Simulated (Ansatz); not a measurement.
Consider the silylene formation by 1,1-elimination: `NB(F)[SiH2]Cl` → `NBF` + `[SiH]Cl`.

Gas-phase electronic energies from Ansatz, PBE0-D4/def2-TZVP geometries. CCSD(T)/CBS adds triple-zeta CCSD(T) − MP2 to the extrapolated MP2 energy (def2 sets, frozen cores). This one scheme is used for every species. DFT in def2-TZVPP. B3LYP here is the variant with VWN-RPA as its local correlation; programs differ in this. Each species was taken in one conformer, which may not be the lowest.

`NB(F)[SiH2]Cl`:

```xyz
9

N     0.894   -0.828    1.069
B    -0.306   -0.698    0.387
F    -1.283   -1.592    0.600
Si   -0.602    0.822   -0.922
Cl    1.135    1.960   -0.969
H     1.653   -0.181    0.939
H     1.077   -1.570    1.726
H    -0.859    0.358   -2.309
H    -1.708    1.729   -0.522
```

`NBF`:

Z-matrix (Å, degrees):
```
N
B 1 1.389
H 1 1.006 2 122.9
H 1 1.004 2 122.4 3 -180.0
F 2 1.337 1 119.2 3 0.0
H 2 1.196 1 121.8 3 -180.0
```

`[SiH]Cl`:

Cartesian coordinates in Å:
```
Si -0.799 0.187 0.094
Cl 0.747 -0.883 0.977
H 0.051 0.696 -1.071
```

CCSD(T)/CBS gives +42.6 kcal/mol.

**Question.** Another level gave +40.6 kcal/mol. Which?
A. B3LYP/def2-TZVPP
B. ωB97X-V/def2-TZVPP
C. MP2/def2-TZVPP
D. CCSD/def2-TZVPP

**Answer.** D. CCSD/def2-TZVPP 40.6, MP2/def2-TZVPP 44.3, ωB97X-V 45.7, B3LYP 37.5 kcal/mol.

Largest T1 diagnostic among the species: 0.013.

From PBE to PBE0 (25 % exact exchange), in def2-TZVPP and without D4, ΔE moves by +2.5 kcal/mol. In def2-TZVPP, CCSD(T) changes the Hartree–Fock value by +3.6 kcal/mol (the triples alone add +0.8 kcal/mol) and MP2 by +6.6 kcal/mol.
